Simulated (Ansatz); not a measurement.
Basis sets compared for VH2Cl2. Total charge 0; doublet. Geometry PBE-D4/def2-TZVP. Ansatz on 4 threads of Intel Xeon Platinum 8488C on a shared host; times are rough, and most runs start from earlier orbitals.

```xyz
5

V     0.009    0.084   -0.051
H    -0.097   -0.171    1.549
H    -0.076   -1.453   -0.568
Cl    2.044    0.625   -0.358
Cl   -1.880    0.914   -0.573
```

No other spin state of charge 0 was run.

Binding counts from free atoms (V quartet, H doublet, Cl doublet) in the same basis, without a counterpoise term.

```csv
level,functions,energy (Eh),HOMO (eV),LUMO (eV),binding per atom (eV),wall time
PBE-D4/def2-SVP,77,-1864.6458,-5.65,-5.06,–,0.9 s
PBE0-D4/def2-SVP,77,-1864.7143,-8.41,-4.06,2.63,1.7 s
```

Problem. Estimate the rows for PBE-D4/def2-TZVP, PBE0-D4/def2-TZVP.

Solution. 
| level | functions | energy (Eh) | HOMO (eV) | LUMO (eV) | binding per atom (eV) | wall time |
| --- | --- | --- | --- | --- | --- | --- |
| PBE-D4/def2-TZVP | 131 | -1865.0995 | -5.80 | -5.18 | – | 1.4 s |
| PBE0-D4/def2-TZVP | 131 | -1865.1639 | -8.40 | -4.06 | – | 4.1 s |
